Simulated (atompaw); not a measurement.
# Cutoff test, cadmium, PAW (atompaw)

atompaw 4.2.0.5 input, output lines left out:

```
Cd 48
LDA-PW loggrid 1500 logderivrange -9 5 351
5 5 4 0 0 0
5 1 0
0 0 0
c
c
c
v
v
c
c
v
v
c
v
2
1.70 1.65 1.65 1.10
n
n
y
0.7
n
custom rrkj vanderbiltortho sinc
bessel
1.30
1.60
1.60
1.70
1.70
1.70
```

The pseudo-atom Hamiltonian at the reference potential is diagonalised in spherical Bessel functions j_l(qr) that vanish at 20 bohr, with q² up to the cutoff. All-electron valence levels (Ry): 4s -7.1918, 5s -0.4085, 4p -4.7902, 5p -0.1053, 4d -0.9407.

Question: How do the lowest levels (Ry) of each channel move with the cutoff, and are there ghosts?

Answer:

```tsv
cutoff (Ry)	s #1	s #2	p #1	p #2	p #3	d #1	f #1	Σ f·Δε (mRy)
8	-6.6449	-0.2899	-3.9174	-0.0427	0.0630	-0.0614	0.1125	15361.4
15	-7.0610	-0.3446	-4.6648	-0.0664	0.0563	-0.6099	0.1125	4450.4
21	-7.1575	-0.3756	-4.7564	-0.0735	0.0546	-0.8584	0.1125	1161.0
35	-7.1909	-0.4064	-4.7891	-0.0956	0.0503	-0.9388	0.1125	32.6
45	-7.1913	-0.4083	-4.7895	-0.1045	0.0488	-0.9400	0.1125	13.7
60	-7.1916	-0.4084	-4.7901	-0.1050	0.0487	-0.9406	0.1125	2.7
80	-7.1918	-0.4085	-4.7901	-0.1053	0.0486	-0.9407	0.1125	1.2
110	-7.1918	-0.4085	-4.7902	-0.1053	0.0486	-0.9408	0.1125	0.4
400	-7.1918	-0.4085	-4.7902	-0.1053	0.0486	-0.9408	0.1125	0.0
```

Result: no extra level below or beside the all-electron valence levels (s, p, d, f tested); 10 mRy is reached at 50 Ry and 1 mRy at 90 Ry.
